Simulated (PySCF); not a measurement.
## Orbital energies and ionisation energy

C₂H₁₂O₂SSi₃.
Cartesian coordinates in Å at the PBE0-D3(BJ)/def2-SVP level; atoms count from 1:
```xyz
20
C2H12O2SSi3 angstrom
C      2.8839   -2.5240   -0.1910
O      1.5224   -2.2574    0.0362
Si     0.7642   -0.8571   -0.4369
Si    -1.4622   -0.9611    0.2597
O     -2.0419    0.5849   -0.0022
Si    -3.2721    1.6392    0.3535
S      1.6798    0.8196    0.5529
C      1.0833    2.1284   -0.5696
H      3.5306   -1.7391    0.2381
H      3.1366   -3.4833    0.2843
H      3.1081   -2.6030   -1.2702
H      0.9044   -0.6230   -1.9150
H     -2.3072   -1.9440   -0.4902
H     -1.5355   -1.2963    1.7163
H     -3.5314    1.6655    1.8248
H     -2.8548    2.9948   -0.1057
H     -4.5252    1.2386   -0.3543
H     -0.0131    2.1155   -0.6384
H      1.4004    3.0854   -0.1345
H      1.5243    2.0266   -1.5714
```

Level: wB97X-D/def2-SVPD (PySCF). Frontier orbitals with their largest atomic shares (Löwdin; up to four atoms above 4 %):

```json
{"orbital": "HOMO−3", "ε (eV)": "-10.58", "main atoms": "O5 34 %, Si4 15 %, Si6 12 %, H14 11 %"}
{"orbital": "HOMO−2", "ε (eV)": "-10.18", "main atoms": "O2 31 %, Si3 15 %, H12 9 %, S7 9 %"}
{"orbital": "HOMO−1", "ε (eV)": "-9.80", "main atoms": "S7 36 %, O2 15 %, Si3 15 %, Si4 8 %"}
{"orbital": "HOMO", "ε (eV)": "-8.50", "main atoms": "?"}
{"orbital": "LUMO", "ε (eV)": "0.90", "main atoms": "Si4 20 %, Si3 18 %, S7 11 %, Si6 9 %"}
{"orbital": "LUMO+1", "ε (eV)": "1.86", "main atoms": "S7 25 %, Si3 23 %, Si4 16 %, H12 7 %"}
{"orbital": "LUMO+2", "ε (eV)": "1.93", "main atoms": "S7 16 %, Si3 14 %, Si6 14 %, Si4 12 %"}
```

What vertical ionisation energy does ΔSCF give, and how far is −ε(HOMO) from it?

ΔSCF: 8.64 eV (834 kJ/mol; threshold wavelength 143 nm); ⟨S²⟩ of the doublet left behind is 0.757, against 0.75 for a pure doublet. −ε(HOMO) is 8.50 eV, 0.14 eV below it. For the exact functional −ε(HOMO) would equal the first vertical ionisation energy; wB97X-D (range-separated hybrid) comes within 0.14 eV of that here. Holes in the HOMO−1 and HOMO−2 were tried too where these lie within 1.2 eV of the HOMO; the lowest converged state counts.

On which atoms does the HOMO lie?

S7 (sulfur bonded to C and Si) 60 %, Si3 (oxygen-bound silicon) 10 %, C8 (S-methyl carbon) 9 %, Si4 (oxygen-bound silicon) 8 %, so more than half of it is on one atom. The HOMO−1 lies 1.30 eV lower.

What total energies stand behind the ΔSCF value?

E(N) = -1500.03459 Eh and E(N − 1) = -1499.71689 Eh at the same geometry, 0.31770 Eh apart.

With α = 133.4 au, estimate the like-pair dispersion coefficient by London's formula C6 = (3/4)α²I.

I = 0.3177 Eh, so C6 ≈ 4240 au, a rough estimate.

The structure is a single PBE0-D3(BJ)/def2-SVP conformer in the gas phase; no vibrational or solvent corrections.

wB97X-D is run here without its empirical dispersion term; that term would change no orbital, density or response property at a fixed geometry.
